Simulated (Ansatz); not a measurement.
Mulliken charges of `O[Si](O)(F)CF` from ωB97M-V/def2-TZVPP in Ansatz (PBE0-D4/def2-TZVP geometry).

```
atom   x (Å)   y (Å)   z (Å)  charge (e)
  O1   1.211  -0.187  -1.406      -0.382
 Si2   0.195  -0.476  -0.178       0.800
  O3   1.055  -0.889   1.140      -0.375
  F4  -0.802  -1.673  -0.514      -0.305
  C5  -0.830   1.073   0.049      -0.099
  F6  -1.668   0.906   1.152      -0.244
  H7   1.976  -0.750  -1.525       0.189
  H8   0.594  -1.284   1.881       0.191
  H9  -1.451   1.286  -0.826       0.112
 H10  -0.194   1.944   0.230       0.114
```

Task: By hand: the dipole of these point charges (1 e Å = 4.8032 D).

Result: Σ q r = (0.334, 0.186, -0.157) e Å, of length 0.413 e Å = 1.98 D.

Task: How does the dipole of the full density compare? (An estimate is asked.)

Result: Computed: (0.311, -0.035, -0.020) e Å, 1.51 D; the point charges give 1.31 times that, at 39° from its direction.

Point charges leave out the atoms' own dipoles, such as those of lone pairs, and Mulliken's split depends on the basis, so the two needn't agree.
